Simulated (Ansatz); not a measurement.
An input meant for the cluster AgTe₂ (charge 0, doublet).

```yaml
crystal:
  periodic: [false, false, false]
  atoms:
    - {symbol: Ag, position_ang: [-0.756389, 0.174546, 1.362374]}
    - {symbol: Te, position_ang: [1.519078, -0.400246, -0.006966]}
    - {symbol: Te, position_ang: [-0.762689, 0.225700, -1.355408]}
basis:
  gaussian: {orbitals: def2-SVPD}
magnetization: {spin_polarized: true, initial_magnetization: 1}
hamiltonian: {xc: {name: TPSS}}
```

```sh
$ ansatz run in.yaml --threads 4 --pin off --events-out ev --progress --plain --max-ram 3916MiB
```

Output, abridged:

```
Error: YAML parse error: error: line 10 column 19: hamiltonian.xc: no functional is named "TPSS"; the names, which are not case-sensitive, are SVWN5, SPW92, PBE, PBE0, PBEsol, revPBE, revPBE0, RPBE, rPW86-PBE, HSE06, wPBEh, LC-wPBE, HISS, HF, BLYP, B3LYP, B3LYP5, BHLYP, CAM-B3LYP, r2SCAN, r2SCANh, r2SCAN0, r2SCAN50, m-r2SCAN, B97, wB97, wB97X, wB97X-V, B97M-V, wB97M-V, B2PLYP, B2GP-PLYP, PBE0-DH, PBE-QIDH
 8 |   gaussian: {orbitals: def2-SVPD}
 9 | magnetization: {spin_polarized: true, initial_magnetization: 1}
10 | hamiltonian: {xc: {name: TPSS}}
```

**Question.** Something in this input is off. What?

**Answer.** The method's name isn't one that the program takes here. The program refused the input.
